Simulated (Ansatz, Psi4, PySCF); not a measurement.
H3ClSi, triplet, at the geometry of the source list (a higher spin typed on purpose: for a closed-shell molecule this is an excited state). Base run: BHANDHLYP/6-31G* in PySCF.

Geometry (Å):
```xyz
5

Si    -0.1291    -0.0057    -0.0046
Cl     1.8781     0.0836     0.0676
H     -0.5043    -0.9984    -1.0053
H     -0.6300     1.3138    -0.3726
H     -0.6148    -0.3933     1.3150
```
Charge 0, spin multiplicity 3.
Orbitals are unrestricted.
All else is at PySCF's defaults.

The same geometry, method and basis name were run in Ansatz (a program for electronic structure) and Psi4 and PySCF, at each program's defaults and at the settings that a row names. The base is PySCF at its defaults. Differences at the defaults can come from grids, fitting, cores and function types together.

| code and settings | ΔE vs base (µEh) | basis functions | E (Eh) | SCF cycles | dipole (D) |
|---|---|---|---|---|---|
| PySCF, defaults (exact integrals, its default grid, spherical functions) | 0.0 | 42 | -751.20310 | 14 | 2.14 |
| Psi4, defaults (density fitting with its default set, its default grid, Cartesian functions) | -3637 | 44 | -751.20673 | 10 | 2.15 |
| Ansatz, defaults (factorised integrals, its default grid, Cartesian functions) | -3635 | 44 | -751.20673 | - | - |
| PySCF, density fitting with def2-universal-jkfit | -6.9 | 42 | -751.20310 | 14 | 2.14 |
| PySCF, fine grid | 0.1 | 42 | -751.20310 | 14 | 2.14 |
| Psi4, exact integrals, spherical functions, fine grid | -0.3 | 42 | -751.20310 | 55 | 2.14 |
| Ansatz, high accuracy, Cartesian functions as the basis file defines them | -3637 | 44 | -751.20673 | - | - |

Open shells are given as the SCF converged; they aren't shown to be the lowest states, and a large step between rows can be another state.
